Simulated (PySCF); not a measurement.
C7H12Ge.
Structure used (PBE0-D3(BJ)/def2-SVP), in Å, numbered top down from 1:
```
atom  x, y, z in Å
C1    -3.1439    0.1445   -1.6213
C2    -1.6703    0.1269   -1.2424
C3    -1.3321    1.0856   -0.1055
Ge4    0.5574    1.0411    0.4142
C5     1.2463   -0.7583    0.7131
C6     2.1814   -0.9924   -0.2290
C7     2.4758    0.0881   -1.1976
C8     1.7919    1.2436   -1.0805
H9    -3.3600   -0.5556   -2.4435
H10   -3.4610    1.1486   -1.9465
H11   -3.7791   -0.1393   -0.7665
H12   -1.0575    0.3756   -2.1258
H13   -1.3724   -0.8978   -0.9605
H14   -1.9312    0.8551    0.7924
H15   -1.5819    2.1244   -0.3830
H16    0.8242    2.0112    1.5836
H17    0.9711   -1.5002    1.4656
H18    2.7291   -1.9390   -0.3051
H19    3.2344   -0.0812   -1.9708
H20    1.9486    2.0897   -1.7528
```

Theory: PBE0-D3(BJ)/def2-SVP geometry optimisation, gas phase (PySCF).

Masses are those of the commonest isotopes; rigid-rotor values at the optimised geometry. The values belong to one conformer with, in the numbering `[CH3:1][CH2:2][CH2:3][GeH:4]1[CH:5]=[CH:6][CH:7]=[CH:8]1`, C1–C2–C3–Ge4 179°, C2–C3–Ge4–C5 -49°.

Problem. What are A, B and C (GHz)?

Solution. Ia = 209.10, Ib = 534.68, Ic = 586.90 u·Å²; 505379 MHz·u·Å²/I gives 2417, 945.2 and 861.1 MHz, that is A = 2.4169, B = 0.9452, C = 0.8611 GHz.

Problem. What kind of rotor is it?

Solution. An asymmetric top; Ray's κ = -0.892.

Problem. What does the inertial defect say?

Solution. Not planar: Δ = Ic − Ia − Ib = -156.89 u·Å². For a rigid frame Δ = −2 Σ m c², so Σ m c² = 78.44 u·Å² lies off the ab plane: 20.17 from hydrogen and 58.28 from heavier atoms. The atom farthest from that plane is 2.46 Å away.

Problem. Which lines would a microwave search look for?

Solution. The dipole components are |μa| = 0.57 D, |μb| = 0.30 D, |μc| = 0.00 D; the mirror of this Cs structure is the ab plane, so μc vanishes by symmetry (the 0.02 D computed is a residue) and there are no c-type lines. Intensities carry the squares of the components, which stand as 1.00 : 0.28 (a : b). Some lines, for components of 0.1 D or more:

```
type  branch         J(Ka,Kc)    MHz  lower level (cm⁻¹)
   a       R  1(0,1) ← 0(0,0)   1806               0.000
   b       Q  4(1,3) ← 4(0,4)   1977               0.601
   b       Q  5(1,4) ← 5(0,5)   2239               0.900
   b       Q  2(2,0) ← 2(1,1)   4419               0.235
   a       R  4(0,4) ← 3(0,3)   7191               0.361
   a       R  4(3,2) ← 3(3,1)   7232               0.816
   a       R  4(3,1) ← 3(3,0)   7232               0.816
   a       R  4(2,2) ← 3(2,1)   7257               0.564
   a       R  4(1,3) ← 3(1,2)   7386               0.420
   b       Q  3(3,1) ← 3(2,2)   7571               0.563
   b       Q  4(3,2) ← 4(2,3)   7580               0.804
   b       R  2(2,1) ← 1(1,0)   8112               0.112
   b       R  2(2,0) ← 1(1,1)   8199               0.109
   b       R  4(1,4) ← 3(0,3)   8327               0.361
   a       R  5(2,4) ← 4(2,3)   9024               0.804
   a       R  5(4,2) ← 4(4,1)   9039               1.410
   a       R  5(1,4) ← 4(1,3)   9225               0.667
   b       Q  5(5,0) ← 5(4,1)  13616               1.712
   b       Q  5(5,1) ← 5(4,2)  13616               1.712
   b       R  5(3,3) ← 4(2,2)  16571               0.806
   b       R  5(4,2) ← 4(3,1)  19629               1.057
   b       R  5(4,1) ← 4(3,2)  19629               1.057
```

No frequency check. Zero-point vibration and centrifugal distortion are left out. A rigid rotor knows nothing of internal rotation, which can split or shift real lines.
